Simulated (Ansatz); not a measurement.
System: CAuO, charge 1, singlet. CAuO+ (SMILES [O+]#[C-]->[Au+]).
B3LYP-D3(BJ)/def2-TZVP minimum from Ansatz (an electronic-structure program):
```
C
O 1 1.1150
Au 1 1.9516 2 180.00
```
Charge +1, spin multiplicity 1.

Total energies in def2-TZVPP, 20 correlated electrons, 6 frozen orbitals. Radicals and triplets start from unrestricted determinants; spin-orbit coupling is neglected. Cores are frozen in correlated methods (noble-gas shells, and filled d and f shells in the p block). Past Kr the def2 sets carry scalar-relativistic core potentials. The spin of CAuO+ ([O+]#[C-]->[Au+], singlet) was assumed, and the state is the lowest solution found for it.

```
method    program  energy (Eh)  minus CCSDT(Q) (mEh)
--------  -------  -----------  --------------------
HF         Ansatz   -247.32066                725.74
MP2        Ansatz   -248.04498                  1.42
CCSD       Ansatz   -248.01325                 33.15
CCSD(T)    Ansatz   -248.04578                  0.62
CCSDT(Q)   Ansatz   -248.04640                  0.00
```

Rough core times of Ansatz's runs on a shared machine: CCSD(T) under 20 s, CCSDT(Q) 30 min.
